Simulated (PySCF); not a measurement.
Choosing a basis for TDDFT

Species: C3H7OPSi.
Z-matrix (Å and degrees, PBE0-D3(BJ)/def2-SVP geometry), rows numbered from 1:
```
P 
Si  1  2.2658
C   2  1.8419  1  105.89
C   3  1.3528  2  136.01  1    14.77
O   4  1.3583  3  100.26  2  -179.58
C   5  1.4536  4   86.50  3    -0.10
H   1  1.4286  2   94.06  3    83.23
H   1  1.4288  2   94.37  3   177.54
H   2  1.4980  1  107.31  3   120.56
H   2  1.4972  1  113.55  3  -121.20
H   4  1.0942  3  138.64  2     0.58
H   6  1.1009  3  117.06  2    66.86
H   6  1.1009  3  116.97  2   -67.92
```

TDDFT with PBE0 (PySCF), vertical singlets, core orbitals frozen in the response, spherical d and f functions. Isolated species at its PBE0-D3(BJ)/def2-SVP geometry (one conformer only).

```csv
basis,functions,diffuse,S1 (eV),S2 (eV),S3 (eV),S4 (eV),S5 (eV),LUMO (eV),α (au)
6-31G*,106,no,5.80,6.28,6.40,6.52,6.84,0.01,78.2
def2-SVP,127,no,6.00,6.30,6.44,6.55,6.75,-0.16,80.7
6-31+G*,130,yes,5.62,5.77,5.98,6.12,6.24,-0.34,87.7
def2-SVPD,187,yes,5.81,6.04,6.14,6.24,6.31,-0.34,93.6
aug-cc-pVDZ,209,yes,5.59,5.66,5.89,6.02,6.15,-0.37,95.9
def2-TZVP,240,no,5.79,6.10,6.18,6.27,6.36,-0.29,90.3
def2-TZVPD,300,yes,5.67,5.84,5.98,6.08,6.18,-0.38,95.6
```

Task: Compare the sets with the largest diffuse one.

Result: States are compared by their number. Against the largest diffuse basis here (def2-TZVPD, itself not a converged limit), sets without diffuse functions differ by up to 0.33 eV in S1 and 0.66 eV in S5; the smaller diffuse sets differ by up to 0.14 and 0.13 eV. State by state, the largest deviation of a set without diffuse functions is S1 0.33, S2 0.46, S3 0.47, S4 0.47, S5 0.66 eV. The same number needn't mean the same state in each row. Against def2-TZVPD the polarisability deviates by -18% in 6-31G*, -16% in def2-SVP, -8% in 6-31+G*, -2% in def2-SVPD, 0% in aug-cc-pVDZ, -6% in def2-TZVP. A single + in a Pople set puts diffuse functions on heavy atoms only.
